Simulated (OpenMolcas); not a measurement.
**Ir5+: moving or changing the point charges**

Ir5+ among 6 point charges of -1.7 e arranged as a tetragonal octahedron (D4h), 2.05 Å from the ion, with the axial distance 1.804 Å.
```
   2.0500    0.0000    0.0000  -1.70
   0.0000    2.0500    0.0000  -1.70
  -2.0500    0.0000    0.0000  -1.70
   0.0000   -2.0500    0.0000  -1.70
   0.0000    0.0000    1.8040  -1.70
   0.0000    0.0000   -1.8040  -1.70
```

```yaml
Program: OpenMolcas
Method: "SS-CASPT2, IPEA 0.25 Eh, imaginary shift 0.1 Eh (closed shells correlated: 5s 5p)"
Basis: ANO-RCC-VDZP [7s6p4d2f]
Scalar_Hamiltonian: DKH2, point nucleus
Active_space: 4 electrons in 5 orbitals (5d)
State_averaging: 2S+1 = 5 even, 5 roots; 2S+1 = 3 even, 45 roots; 2S+1 = 1 even, 50 roots
Spin-orbit_coupling: RASSI with atomic mean-field integrals over the reference wave functions
```

Runs around this geometry, states (labels of D4, the rotations of D4h). Energies in cm-1 above the lowest state or level, χT in cm3 K/mol.

```csv
R (Å),q (e),Axial / equatorial distance,Ground state,First state of that spin,First gap with spin-orbit (degeneracies),χT at 300 K,First state of another spin
2.05,-1.7,0.81,5A1,5E 14290,"3350 (1, 2)",0.139,3A2 15240
2.05,-1.36,0.88,5A1,5B1 6820,"4590 (1, 2)",0.066,3A2 16510
1.96,-1.7,0.88,5A1,5B1 9580,"4100 (1, 2)",0.096,3A2 13790
2.05,-1.7,0.88,5A1,5B1 8400,"4290 (1, 2)",0.081,3A2 15320
2.18,-1.7,0.88,5A1,5B1 6990,"4570 (1, 2)",0.065,3A2 16850
```

Taking the first state of the same spin as R^-n, n = -ln(6990 / 9580) / ln(2.18 / 1.96) = 3.0 between the shortest and longest distance.

Scaling the charges by -1.36 / -1.7 = 0.80 scales the first state of the same spin by 6820 / 8400 = 0.81; with fixed orbitals a first-order splitting would follow the charge.

Point charges give a weaker field than real ligands, and real ions of this kind are as a rule low spin; the high spin found here belongs to the model. Free-ion shares, where given, are those of the reference states; single-state CASPT2 does not remix them. Spin-orbit coupling mixes the spin-free states strongly: the lowest level takes only 49 % from its leading state, 5A1 (figures for R = 2.05, q = -1.7, ratio = 0.81; the like holds for R = 2.05, q = -1.36, ratio = 0.88, R = 1.96, q = -1.7, ratio = 0.88, R = 2.05, q = -1.7, ratio = 0.88, R = 2.18, q = -1.7, ratio = 0.88). This shell can be high or low spin here, a state of another spin lies low, and with metal d orbitals alone active their balance is uncertain, so the ground spin may be wrong (holds for R = 1.96, q = -1.7, ratio = 0.88). Point charges carry no covalency, so the field is a model and not that of real ligands. No measured value stands beside these numbers.
